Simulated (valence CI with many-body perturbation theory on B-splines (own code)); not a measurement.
# Ce XXVI: electric-dipole lines

Level of theory: relativistic CI+MBPT: five valence electrons over a frozen Dirac-Fock core [Ar] 3d10, radial functions for each j: 11 s, 11 p, 10 d, 8 f, 5 g, 2 h, with the one-electron correlation potential Σ1, the two-electron term Σ2, the three-electron term Σ3, Breit, model QED; selected CI, second order for the rest, scaled by the run's own slope (own B-spline code, finite nucleus).

No measured spectrum was set against this ion. As an estimate, levels hold to about 250 cm⁻¹ or 0.2 % of their energy and the worst to 1 %, as in measured heavy ions of charge 2 to 7; those with d or f electrons hold less well. Among the levels kept, up to 2100 cm⁻¹ of a level comes from second order outside the variational space, and about a tenth of that is noise between levels of different J, which matters for small intervals.

Lines 151 to 200 of 548 in falling wavelength, among levels below 2157500 cm⁻¹, chosen from the strongest by gf and those to the six lowest levels. Wavelengths and rates use the calculated energies, so an error of 2000 cm⁻¹ moves a line at 119.0 Å by 0.24 % and its rate by three times that or more. Electric multipoles are in the length gauge, E1 and E2 with the static RPA response of the core. Weak lines are less certain than strong ones. Lines between different terms over intervals too small for the method are left out, as are lines whose strength nearly cancels. Where a level lies close to another of its J and parity, the split of strength between their lines is uncertain. The highest levels of a list are the least certain.

Levels are named by their leading jj configuration (3d3/2^4 stands for four electrons in 3d with j = 3/2), which in mixed levels can hold well under half, so a name can repeat and another be missing. Letters in brackets count levels of one name in rising energy.

| λ vac (Å) | Upper | Lower | A (s⁻¹) | log gf | Branch % |
| --- | --- | --- | --- | --- | --- |
| 119.0 | (4s 4p1/2 4p3/2^2 4d5/2) J=5/2 [e] | (4s^2 4p1/2 4p3/2 4d3/2) J=5/2 [a] | 1.86e+10 | -0.63 | 25.7 |
| 118.5 | (4s 4p1/2 4p3/2^2 4d5/2) J=3/2 [e] | (4s^2 4p1/2 4p3/2 4d3/2) J=3/2 [a] | 2.38e+10 | -0.70 | 8.7 |
| 118.4 | (4s^2 4p1/2 4p3/2 4d5/2) J=5/2 [a] | (4s^2 4p1/2 4p3/2^2) J=5/2 | 1.39e+10 | -0.76 | 8.2 |
| 118.3 | (4s 4p1/2 4p3/2^3) J=3/2 [a] | (4s^2 4p1/2^2 4p3/2) J=3/2 | 1.81e+10 | -0.82 | 36.9 |
| 118.0 | (4s^2 4p1/2^2 4f5/2) J=5/2 | (4s 4p1/2 4p3/2^3) J=3/2 [b] | 1.91e+10 | -0.62 | 10.2 |
| 118.0 | (4s^2 4p1/2 4d3/2 4d5/2) J=7/2 [a] | (4s^2 4p1/2 4p3/2 4d5/2) J=7/2 [a] | 1.04e+10 | -0.76 | 8.0 |
| 117.9 | (4s^2 4p1/2 4p3/2 4d3/2) J=1/2 [b] | (4s^2 4p1/2 4p3/2^2) J=1/2 | 1.29e+09 | -2.27 | 0.3 |
| 117.9 | (4s 4p1/2 4p3/2^2 4d3/2) J=1/2 [e] | (4s^2 4p1/2 4p3/2 4d3/2) J=3/2 [b] | 7.32e+10 | -0.52 | 14.1 |
| 117.5 | (4s^2 4p1/2 4p3/2 4d3/2) J=3/2 [b] | (4s^2 4p1/2 4p3/2^2) J=1/2 | 6.25e+08 | -2.29 | 0.1 |
| 117.4 | (4s 4p1/2^2 4p3/2 4d5/2) J=5/2 [a] | (4s 4p1/2^2 4p3/2^2) J=5/2 | 3.33e+10 | -0.38 | 73.6 |
| 117.3 | (4s 4p1/2 4p3/2^2 4d5/2) J=3/2 [d] | (4s^2 4p1/2 4p3/2 4d3/2) J=5/2 [a] | 2.47e+10 | -0.69 | 9.5 |
| 117.2 | (4s^2 4p1/2 4p3/2 4d5/2) J=3/2 [a] | (4s^2 4p1/2 4p3/2^2) J=5/2 | 2.92e+10 | -0.62 | 9.9 |
| 117.1 | (4s^2 4p1/2 4p3/2 4f5/2) J=5/2 [b] | (4s^2 4p1/2 4p3/2 4d5/2) J=5/2 [b] | 1.65e+10 | -0.69 | 5.3 |
| 116.7 | (4s 4p1/2 4p3/2^2 4d5/2) J=5/2 [g] | (4s^2 4p1/2 4p3/2 4d3/2) J=3/2 [a] | 1.41e+10 | -0.76 | 4.9 |
| 116.1 | (4s^2 4p1/2 4d3/2 4d5/2) J=7/2 [b] | (4s^2 4p1/2 4p3/2 4d3/2) J=5/2 [b] | 1.04e+10 | -0.78 | 3.1 |
| 116.0 | (4s^2 4p3/2 4d5/2^2) J=7/2 [b] | (4s^2 4p3/2^2 4d3/2) J=7/2 | 3.54e+10 | -0.24 | 13.9 |
| 115.9 | (4s^2 4p1/2 4d3/2 4d5/2) J=7/2 [a] | (4s^2 4p1/2 4p3/2 4d3/2) J=7/2 | 1.67e+10 | -0.57 | 12.9 |
| 115.7 | (4s^2 4p1/2^2 4d5/2) J=5/2 | (4s^2 4p1/2^2 4p3/2) J=3/2 | 5.72e+10 | -0.16 | 97.5 |
| 115.6 | (4s^2 4p1/2 4d5/2^2) J=5/2 | (4s^2 4p1/2 4p3/2 4d5/2) J=7/2 [b] | 7.33e+10 | -0.06 | 22.4 |
| 115.6 | (4s 4p1/2 4p3/2^2 4d5/2) J=3/2 [c] | (4s 4p1/2 4p3/2^3) J=1/2 | 3.35e+10 | -0.57 | 10.3 |
| 115.4 | (4s 4p1/2 4p3/2^2 4d5/2) J=1/2 [a] | (4s 4p1/2 4p3/2^3) J=3/2 [a] | 5.29e+10 | -0.67 | 47.9 |
| 115.3 | (4s^2 4p3/2 4d3/2 4d5/2) J=5/2 [b] | (4s^2 4p3/2^2 4d3/2) J=3/2 [a] | 2.34e+10 | -0.55 | 4.8 |
| 115.1 | (4s^2 4p3/2 4d3/2 4d5/2) J=7/2 [b] | (4s^2 4p3/2^2 4d3/2) J=5/2 | 1.53e+10 | -0.61 | 2.1 |
| 114.7 | (4s^2 4p3/2 4d3/2 4d5/2) J=1/2 [a] | (4s^2 4p3/2^2 4d3/2) J=3/2 [a] | 8.07e+10 | -0.50 | 13.2 |
| 114.7 | (4s 4p3/2^3 4d5/2) J=9/2 | (4s^2 4p1/2 4p3/2 4d5/2) J=9/2 | 1.16e+10 | -0.64 | 17.0 |
| 114.6 | (4s^2 4p1/2 4p3/2 4f7/2) J=9/2 [a] | (4s^2 4p1/2 4p3/2 4d5/2) J=7/2 [b] | 1.35e+10 | -0.57 | 4.7 |
| 114.4 | (4s^2 4p1/2 4d3/2 4d5/2) J=5/2 [a] | (4s^2 4p1/2 4p3/2 4d3/2) J=3/2 [a] | 1.59e+10 | -0.73 | 5.7 |
| 114.4 | (4s^2 4p1/2 4p3/2 4d5/2) J=5/2 [a] | (4s^2 4p1/2 4p3/2^2) J=3/2 | 4.11e+10 | -0.32 | 24.2 |
| 114.1 | (4s 4p3/2^4) J=1/2 | (4s^2 4p1/2 4p3/2^2) J=1/2 | 2.88e+10 | -0.95 | 32.5 |
| 114.0 | (4s^2 4p1/2 4d5/2^2) J=9/2 | (4s^2 4p1/2 4p3/2 4d5/2) J=9/2 | 3.15e+10 | -0.21 | 44.0 |
| 114.0 | (4s^2 4p1/2 4d3/2 4d5/2) J=3/2 [c] | (4s^2 4p1/2 4p3/2 4d3/2) J=1/2 [b] | 2.98e+10 | -0.63 | 8.7 |
| 114.0 | (4s 4p1/2^2 4p3/2 4d3/2) J=5/2 [b] | (4s 4p1/2^2 4p3/2^2) J=5/2 | 4.10e+08 | -2.32 | 0.9 |
| 114.0 | (4s^2 4p1/2 4d5/2^2) J=5/2 | (4s^2 4p1/2 4p3/2 4d3/2) J=5/2 [b] | 3.42e+10 | -0.40 | 10.5 |
| 113.9 | (4s^2 4p1/2 4p3/2 4f5/2) J=5/2 [a] | (4s^2 4p1/2 4p3/2 4d3/2) J=3/2 [b] | 1.45e+10 | -0.77 | 3.7 |
| 113.8 | (4s 4p1/2 4p3/2^3) J=5/2 | (4s^2 4p1/2^2 4p3/2) J=3/2 | 4.02e+09 | -1.33 | 14.6 |
| 113.8 | (4s^2 4p1/2 4d3/2 4d5/2) J=9/2 | (4s^2 4p1/2 4p3/2 4d3/2) J=7/2 | 2.53e+10 | -0.31 | 41.1 |
| 113.6 | (4s 4p1/2 4p3/2^2 4d5/2) J=3/2 [b] | (4s 4p1/2 4p3/2^3) J=5/2 | 1.10e+11 | -0.07 | 38.3 |
| 113.6 | (4s^2 4p1/2 4p3/2 4d3/2) J=5/2 [b] | (4s^2 4p1/2 4p3/2^2) J=5/2 | 7.81e+10 | -0.04 | 19.8 |
| 113.6 | (4s 4p1/2^2 4p3/2 4d5/2) J=3/2 | (4s 4p1/2^2 4p3/2^2) J=1/2 | 5.57e+10 | -0.37 | 45.3 |
| 113.5 | (4s^2 4p1/2 4d5/2^2) J=7/2 | (4s^2 4p1/2 4p3/2 4d5/2) J=9/2 | 1.82e+10 | -0.55 | 14.6 |
| 113.4 | (4s^2 4p3/2 4d5/2^2) J=7/2 [a] | (4s^2 4p3/2^2 4d5/2) J=9/2 | 1.33e+11 | 0.31 | 42.6 |
| 113.3 | (4s 4p1/2 4p3/2^2 4d5/2) J=5/2 [c] | (4s 4p1/2 4p3/2^3) J=5/2 | 2.36e+10 | -0.56 | 14.2 |
| 113.3 | (4s^2 4p1/2 4p3/2 4d5/2) J=3/2 [a] | (4s^2 4p1/2 4p3/2^2) J=3/2 | 7.01e+10 | -0.27 | 23.8 |
| 113.0 | (4s^2 4p1/2 4d3/2 4d5/2) J=7/2 [a] | (4s^2 4p1/2 4p3/2 4d3/2) J=5/2 [a] | 2.51e+10 | -0.42 | 19.4 |
| 112.9 | (4s^2 4p1/2 4d3/2 4d5/2) J=5/2 [b] | (4s^2 4p1/2 4p3/2 4d5/2) J=5/2 [a] | 1.57e+10 | -0.74 | 3.7 |
| 112.7 | (4s^2 4p1/2 4d3/2 4d5/2) J=5/2 [a] | (4s^2 4p1/2 4p3/2 4d3/2) J=7/2 | 3.54e+10 | -0.39 | 12.7 |
| 112.7 | (4s^2 4p3/2 4d3/2 4d5/2) J=5/2 [c] | (4s^2 4p3/2^2 4d3/2) J=3/2 [a] | 2.44e+10 | -0.56 | 5.5 |
| 112.6 | (4s^2 4p1/2 4p3/2 4d5/2) J=3/2 [b] | (4s^2 4p1/2 4p3/2^2) J=1/2 | 9.13e+10 | -0.16 | 65.6 |
| 112.5 | (4s^2 4p1/2 4p3/2 4d3/2) J=3/2 [b] | (4s^2 4p1/2 4p3/2^2) J=5/2 | 9.02e+10 | -0.16 | 21.4 |
| 112.3 | (4s^2 4p3/2^2 4d3/2) J=3/2 [b] | (4s^2 4p3/2^3) J=3/2 | 4.12e+10 | -0.51 | 10.3 |
